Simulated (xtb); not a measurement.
ClLi, charge -1, doublet, geometry from GFN2-xTB (such geometries of metal compounds can be far from the true shape) (a state made from the parent by changing its charge; the spin is typed, not shown lowest); GFN1-xTB (xtb).

xtb was given this input:
```
$ xtb mol.xyz --gfn 1 --chrg -1 --uhf 1 --acc 30 --json

# file mol.xyz
2

Li    -0.00000000    -0.00000000    -2.03637724
Cl     0.00000000     0.00000000     0.35936069
```

**Question.** Write the output that xtb gives for this input, abridged.

**Answer.** 
```
   ID    Z sym.   atoms
    1    3 Li     1
    2   17 Cl     2

           -------------------------------------------------
          |                Calculation Setup                |
           -------------------------------------------------

           -------------------------------------------------
          |                 G F N 1 - x T B                 |
           -------------------------------------------------

          ...................................................
          :                      SETUP                      :
          :.................................................:
          :  # basis functions                  14          :
          :  # atomic orbitals                  13          :
          :  # shells                            5          :
          :  # electrons                         9          :
          :  # halogen bonds                     0          :
          :  max. iterations                   250          :
          :  Hamiltonian                  GFN1-xTB          :
          :  restarted?                      false          :
          :  GBSA solvation                  false          :
          :  PC potential                    false          :
          :  electronic temp.          300.0000000     K    :
          :  accuracy                   30.0000000          :
          :  -> integral cutoff          0.2000000E+02      :
          :  -> integral neglect         0.3000000E-06      :
          :  -> SCF convergence          0.3000000E-04 Eh   :
          :  -> wf. convergence          0.6000000E-03 e    :
          :  Broyden damping             0.4000000          :
          :  net charge                         -1          :
          :  unpaired electrons                  1          :
          ...................................................

 iter      E             dE          RMSdq      gap      omega  full diag
   1     -4.8210165 -0.482102E+01  0.407E+00    2.59       0.0  T
   2     -4.8217648 -0.748236E-03  0.230E+00    2.57       1.0  T
   3     -4.8220944 -0.329584E-03  0.749E-02    2.54       1.0  T
   4     -4.8220946 -0.240279E-06  0.271E-02    2.54       2.6  T
   5     -4.8220946 -0.158973E-07  0.875E-04    2.54      80.8  T
   6     -4.8220946  0.395151E-11  0.371E-04    2.54     190.5  T

   *** convergence criteria satisfied after 6 iterations ***

         :::::::::::::::::::::::::::::::::::::::::::::::::::::
         ::                     SUMMARY                     ::
         :::::::::::::::::::::::::::::::::::::::::::::::::::::
         :: total energy              -4.821431875738 Eh    ::
         :: gradient norm              0.006972671211 Eh/a0 ::
         :: HOMO-LUMO gap              2.543680970147 eV    ::
         ::.................................................::
         :: SCC energy                -4.822094606781 Eh    ::
         :: -> electrostatic           0.095023869516 Eh    ::
         :: repulsion energy           0.000891995877 Eh    ::
         :: dispersion energy         -0.000229264834 Eh    ::
         :: halogen bond corr.         0.000000000000 Eh    ::
         :: add. restraining           0.000000000000 Eh    ::
         :: total charge              -1.000000000000 e     ::
         :::::::::::::::::::::::::::::::::::::::::::::::::::::

           -------------------------------------------------
          |                Property Printout                |
           -------------------------------------------------

    * Orbital Energies and Occupations

         #    Occupation            Energy/Eh            Energy/eV
      -------------------------------------------------------------
         1        2.0000           -0.6603326             -17.9686
         2        2.0000           -0.2865859              -7.7984
         3        2.0000           -0.2837891              -7.7223
         4        2.0000           -0.2837891              -7.7223
         5        1.0000           -0.0859923              -2.3400 (HOMO)
         6                          0.0074863               0.2037 (LUMO)
         7                          0.0074863               0.2037
         8                          0.1627663               4.4291
         9                          0.2063932               5.6162
        10                          0.2063932               5.6162
        11                          0.2102836               5.7221
        12                          0.2102836               5.7221
        13                          0.2159601               5.8766
      -------------------------------------------------------------
                  HL-Gap            0.0934786 Eh            2.5437 eV
             Fermi-level           -0.1120718 Eh           -3.0496 eV

  Mulliken/CM5 charges         n(s)   n(p)   n(d)
     1Li   -0.29364 -0.25860   0.944  0.350  0.000
     2Cl   -0.70636 -0.74140   1.921  5.785  0.000

Wiberg/Mayer (AO) data.
largest (>0.10) Wiberg bond orders for each atom

 ---------------------------------------------------------------------------
     #   Z sym  total        # sym  WBO       # sym  WBO       # sym  WBO
 ---------------------------------------------------------------------------
     1   3 Li   0.556 --     2 Cl   0.556
     2  17 Cl   0.556 --     1 Li   0.556
 ---------------------------------------------------------------------------

Topologies differ in total number of bonds
Writing topology from bond orders to xtbtopo.mol

 dipole moment from electron density (au)
     X       Y       Z
  -0.0000   0.0000   1.3142  total (Debye):    3.340

           -------------------------------------------------
          | TOTAL ENERGY               -4.821431875738 Eh   |
          | GRADIENT NORM               0.006972671211 Eh/α |
          | HOMO-LUMO GAP               2.543680970147 eV   |
           -------------------------------------------------

normal termination of xtb
```
